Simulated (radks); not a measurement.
Results of a calculation; reference values are marked as such.
Excited configurations of Fe I: one electron is placed in a higher orbital outside [Ar] 3d6 4s1. The ground configuration is [Ar] 3d6 4s2. Code: a radial shooting solver on a logarithmic mesh with Libxc functionals. Model: non-relativistic Kohn-Sham, PBEsol, spin-unpolarised, spherical densities, point nucleus. Excitation = E - E(ground); binding = E(ion) - E, where the ion is the core of charge +1; n* = 1/sqrt(2 binding) in atomic units, and the quantum defect is n - n*.

4p: excitation (eV) 4.006; binding (eV) 4.608; n* 1.718; quantum defect 2.282; eigenvalue (eV) -2.125; <r> (bohr) 4.129
5p: excitation (eV) 6.765; binding (eV) 1.850; n* 2.712; quantum defect 2.288; eigenvalue (eV) -1.037; <r> (bohr) 10.71
6p: excitation (eV) 7.563; binding (eV) 1.052; n* 3.596; quantum defect 2.404; eigenvalue (eV) -0.643; <r> (bohr) 19.89
6f: excitation (eV) 8.166; binding (eV) 0.449; n* 5.504; quantum defect 0.496; eigenvalue (eV) -0.280; <r> (bohr) 44.41
7p: excitation (eV) 7.930; binding (eV) 0.685; n* 4.458; quantum defect 2.542; eigenvalue (eV) -0.437; <r> (bohr) 31.76

The Delta-SCF ionisation energy is 8.615 eV (NIST Atomic Spectra Database: 7.902 eV, measured). Self-interaction in the functional shifts the binding energies and quantum defects, so they are the method's values and not measured ones. Spin polarisation and multiplet splitting are left out, so open shells lie too high by an amount that depends on their filling.

Beside tabulated values, note that spin-unpolarised runs miss the spin-polarisation part of the exchange energy of open shells.
